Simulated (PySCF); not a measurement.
SMILES [GeH3][S][SiH](F)F at its B3LYP/def2-SVP optimised geometry (Å):

```
9

Si    -0.8457     1.9404    -2.0348
F      0.4218     1.1083    -2.6130
F     -2.0929     1.5038    -2.9669
S     -1.1462     1.4481     0.0000
Ge    -0.3905    -0.7014     0.0000
H     -0.6213     3.3865    -2.2102
H     -0.9536    -1.4481    -1.2199
H      1.1462    -0.7014     0.0000
H     -0.9460    -1.2767     1.3129
```

Calculation: B3LYP/def2-TZVP run with PySCF 2.14.0.

Map of the Laplacian of the electron density (e/bohr⁵) on the plane z = 0.8 Å:

```
|...........................|
|.........:.................|
|......:::::::..............|
|....::::::::::.............|
|....:::::::::::............|
|...:::::::::::::...........|
|...:::::..::::::...........|
|...:::::  .:::::...........|
|...:::::  .:::::...........|
|...::::::.::::::...........|
|...::::::::::::::..........|
|...:::::::::::::::.........|
|....::::::::::::::::.......|
|.....::::::::::::::::......|
|.....:::::-=+-:::::::......|
|.....:::::=%@+:::::::......|
|.....::::.-%@+:::::::......|
|.....::::  -+-:::::::......|
|.....::::  .:::::::::......|
|.....:::::.:::::::::.......|
|......::::::::::::.........|
|......::::::::::...........|
|.......:::::::.............|
|...........................|
|...........................|
|...........................|
|...........................|
```
Scale: ten equal steps from -0.170 (start of ' ') to 0.707 (end of '@'), in the order ' .:-=+*#%@'; x runs from -3.50 to 3.50, y from -3.50 (bottom) to 3.50 (top).
